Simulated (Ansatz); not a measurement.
```yaml
crystal:
  periodic: [false, false, false]
  atoms:
    - {symbol: N, position_ang: [0.528652, 1.075925, 1.050019]}
    - {symbol: Al, position_ang: [-0.110547, -0.321169, 0.195173]}
    - {symbol: O, position_ang: [-0.666942, -1.753918, 0.902628]}
    - {symbol: C, position_ang: [-0.161870, -0.145447, -1.806197]}
    - {symbol: O, position_ang: [0.244497, 0.894521, -2.279217]}
    - {symbol: H, position_ang: [0.841347, 1.895695, 0.553657]}
    - {symbol: H, position_ang: [0.641530, 1.197682, 2.041840]}
    - {symbol: H, position_ang: [-0.693307, -1.958965, 1.834482]}
    - {symbol: H, position_ang: [-0.534859, -0.930722, -2.509486]}
basis:
  gaussian: {orbitals: aug-cc-pVDZ, fitting: {mean_field: def2-universal-jkfit}}
hamiltonian: {xc: {name: r2SCAN0}}
scf: {lower_state_search: off}
output: {forces: true}
```

```sh
$ ansatz run in.yaml --threads 2 --pin off --events-out ev --progress --plain --max-ram 4352MiB
```

It prints (some lines left out):

```
Functional definition: r2SCAN0
506 factors; integrals over basis functions are off by at most 2.3e-1 eV
mean field evaluation 1: about -13266.6102 eV, gradient 8.6e1 eV
mean field evaluation 2: about -13249.2653 eV, gradient 1.2e2 eV
mean field evaluation 4: about -13280.3469 eV, gradient 9.4e0 eV
mean field evaluation 8: about -13280.5141 eV, gradient 2.9e-1 eV
mean field evaluation 16: about -13280.5143 eV, gradient 1.1e-5 eV
mean field -13280.51425611 eV, -488.0498970562 hartree, gradient 2.1e-6 eV, S^2 0.000000; 0 other end points of the search recorded, 0 dependent functions left out
reference -13280.51427598 eV, -488.0498977864 hartree; 23, 23 occupied and 132, 132 virtual orbitals, 506 factors
Total energy: -13280.51427598 eV, -488.0498977864 hartree
Atom 0 at     0.528652     1.075925     1.050019 Å, force     0.155482     0.338935     0.214554 eV/Å
Atom 1 at    -0.110547    -0.321169     0.195173 Å, force     0.032100     0.141230    -0.435971 eV/Å
Atom 2 at    -0.666942    -1.753918     0.902628 Å, force    -0.189781    -0.515864     0.410473 eV/Å
Atom 3 at    -0.161870    -0.145447    -1.806197 Å, force    -0.082924    -0.213081     0.106139 eV/Å
Atom 4 at     0.244497     0.894521    -2.279217 Å, force     0.090665     0.230230    -0.094098 eV/Å
Atom 5 at     0.841347     1.895695     0.553657 Å, force     0.008328     0.015097     0.031975 eV/Å
Atom 6 at     0.641530     1.197682     2.041840 Å, force     0.005389     0.013893    -0.007128 eV/Å
Atom 7 at    -0.693307    -1.958965     1.834482 Å, force     0.002726     0.033027    -0.165956 eV/Å
Atom 8 at    -0.534859    -0.930722    -2.509486 Å, force    -0.021986    -0.043465    -0.059987 eV/Å
Dipole moment:    -0.020365    -0.137120     0.588300 e Å
Checks for a lower state left out: stability, starts, cluster_reference, orbital_swaps, neighbouring_geometries, increment
```

Run time 3.6 s (2 threads of an Intel Xeon Platinum 8259CL on a shared host); peak host memory 0.43 GiB.
